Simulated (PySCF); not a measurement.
Electronic structure of C⁺ (carbon, charge +1) at the TPSS level

Configuration: [He] 2s2 2p1, 2P determinant. Computed with PySCF 2.14 in Sapporo-DZP-2012, with scalar relativity by spin-free X2C-1e.

| Property | Result |
| --- | --- |
| Total energy | -37.4510 hartree |
| One-electron energy | -47.6008 hartree |
| Hartree (Coulomb) energy | 15.0436 hartree |
| Exchange-correlation energy | -4.8938 hartree |
| ⟨S²⟩ | 0.7533 |
| ⟨L²⟩ | 2.009 |
| Sum of ⟨r⟩ | 4.962 bohr |
| Sum of ⟨r²⟩ | 8.137 bohr² |
| Traceless quadrupole moment −½Σ⟨3z² − r²⟩ along its main axis | -1.06 e·bohr² |
| Langevin diamagnetic susceptibility | -6.44 ×10⁻⁶ cm³/mol |
| Time after the integrals | 0.14 s of wall time on 1 thread of Neoverse-V2 (shared host) |

| shell | electrons | mean orbital energy (eV) | rms radius, mean of both spins (bohr) |
| --- | --- | --- | --- |
| 1s α | 1 | -290.87 | 0.313 |
| 1s β | 1 | -290.35 | 0.313 |
| 2s α | 1 | -26.637 | 1.61 |
| 2s β | 1 | -24.906 | 1.61 |
| 2p α | 1 | -18.404 | 1.66 |
